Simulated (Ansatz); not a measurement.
Geometry optimisation, Ansatz, RKS B3LYP/def2-SVP.

Input:

```yaml
crystal:
  periodic: [false, false, false]
  atoms:
    - { symbol: C, position_ang: [-1.6944, 1.8307, 0.3202] }
    - { symbol: Se, position_ang: [-0.8185, 1.0596, 1.8167] }
    - { symbol: C, position_ang: [0.4966, 0.2063, 0.6752] }
    - { symbol: "N", position_ang: [0.0921, -1.0624, 0.1921] }
    - { symbol: Si, position_ang: [1.2952, -1.911, -0.7789] }
    - { symbol: H, position_ang: [-2.5851, 2.5047, 0.6881] }
    - { symbol: H, position_ang: [-1.0205, 2.532, -0.2527] }
    - { symbol: H, position_ang: [-2.1068, 1.107, -0.3691] }
    - { symbol: H, position_ang: [1.4305, 0.0532, 1.3661] }
    - { symbol: H, position_ang: [0.8066, 0.8806, -0.129] }
    - { symbol: H, position_ang: [-0.7742, -0.8756, -0.4473] }
    - { symbol: H, position_ang: [1.6532, -1.00494, -1.92177] }
    - { symbol: H, position_ang: [0.66866, -3.1594, -1.25577] }
    - { symbol: H, position_ang: [2.46495, -2.19643, 0.03297] }
basis:
  gaussian: { orbitals: def2-SVP }
hamiltonian:
  xc: b3lyp
relax:
  f_tol: 0.015
  max_steps: 40
```

Command:

```bash
$ ansatz run input.yaml --threads 2 --pin off --max-ram 3072MiB --backend cpu --events-out ev --progress --plain --runs-dir out
```

Q: Where does it end, and by what steps?

A: It converged. The force dipped under the threshold on the way, but the program's further checks kept it going. After 36 steps the energy has fallen by 0.713 eV; H14 moved furthest, 2.50 Å.

```json
{"step": "0", "energy less start (eV)": "0.0000", "largest force component (eV/Å)": "3.042", "accepted": "yes"}
{"step": "2", "energy less start (eV)": "-0.5301", "largest force component (eV/Å)": "0.331", "accepted": "yes"}
{"step": "4", "energy less start (eV)": "-0.5396", "largest force component (eV/Å)": "0.759", "accepted": "no"}
{"step": "6", "energy less start (eV)": "-0.5813", "largest force component (eV/Å)": "0.057", "accepted": "yes"}
{"step": "8", "energy less start (eV)": "-0.5921", "largest force component (eV/Å)": "0.206", "accepted": "yes"}
{"step": "10", "energy less start (eV)": "-0.6076", "largest force component (eV/Å)": "0.181", "accepted": "yes"}
{"step": "12", "energy less start (eV)": "-0.6193", "largest force component (eV/Å)": "0.192", "accepted": "yes"}
{"step": "14", "energy less start (eV)": "-0.6293", "largest force component (eV/Å)": "0.198", "accepted": "yes"}
{"step": "16", "energy less start (eV)": "-0.6424", "largest force component (eV/Å)": "0.146", "accepted": "yes"}
{"step": "18", "energy less start (eV)": "-0.6535", "largest force component (eV/Å)": "0.229", "accepted": "yes"}
{"step": "20", "energy less start (eV)": "-0.6730", "largest force component (eV/Å)": "0.099", "accepted": "yes"}
{"step": "22", "energy less start (eV)": "-0.6839", "largest force component (eV/Å)": "0.294", "accepted": "yes"}
{"step": "24", "energy less start (eV)": "-0.6916", "largest force component (eV/Å)": "0.434", "accepted": "yes"}
{"step": "26", "energy less start (eV)": "-0.7019", "largest force component (eV/Å)": "0.225", "accepted": "yes"}
{"step": "28", "energy less start (eV)": "-0.7087", "largest force component (eV/Å)": "0.084", "accepted": "yes"}
{"step": "30", "energy less start (eV)": "-0.7111", "largest force component (eV/Å)": "0.097", "accepted": "yes"}
{"step": "32", "energy less start (eV)": "-0.7121", "largest force component (eV/Å)": "0.009", "accepted": "yes"}
{"step": "34", "energy less start (eV)": "-0.7125", "largest force component (eV/Å)": "0.018", "accepted": "yes"}
{"step": "36", "energy less start (eV)": "-0.7126", "largest force component (eV/Å)": "0.006", "accepted": "yes"}
```

```xyz
14
Properties=species:S:1:pos:R:3
C -1.788 1.396 0.826
Se 0.001 1.158 1.596
C 0.955 0.790 -0.143
N 0.551 -0.362 -0.884
Si 0.899 -2.020 -0.445
H -2.492 1.506 1.662
H -1.831 2.297 0.196
H -2.068 0.508 0.241
H 2.007 0.708 0.174
H 0.856 1.702 -0.751
H -0.240 -0.199 -1.501
H 2.335 -2.089 -0.047
H 0.642 -2.844 -1.661
H 0.083 -2.585 0.674
```

Run time: 2.2 min on 2 threads of Intel(R) Xeon(R) Platinum 8488C (Sapphire Rapids), on a shared host, peak memory 0.39 GiB.
